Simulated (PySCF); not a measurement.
Si(NHSiH3)(Me)(Cl)2 (CH₇Cl₂NSi₂), SMILES C[Si](Cl)(Cl)N[SiH3]. The structure is a stationary point at PBE0-D3(BJ)/def2-SVP. One conformer was computed; it need not be the lowest.

### Question
Give the equilibrium geometry at PBE0-D3(BJ)/def2-SVP (PySCF confirms it by a frequency run) as a Z-matrix. (Estimate from the structure and the level; the computed values follow.)

### Answer
Several could match; the one computed here: 
```
N
H 1 1.0178
Si 1 1.7183 2 113.79
Si 1 1.7477 2 116.27 3 -168.20
H 4 1.4916 1 106.84 2 179.49
H 4 1.4939 5 109.59 1 -119.94
H 4 1.4944 5 109.24 6 -118.17
C 3 1.8505 1 113.74 2 142.80
H 8 1.0997 3 110.08 1 -178.77
H 8 1.1002 9 108.99 3 -120.83
H 8 1.1005 9 108.22 10 -118.22
Cl 3 2.0670 1 106.10 2 21.16
Cl 3 2.0744 1 111.37 2 -95.01
```
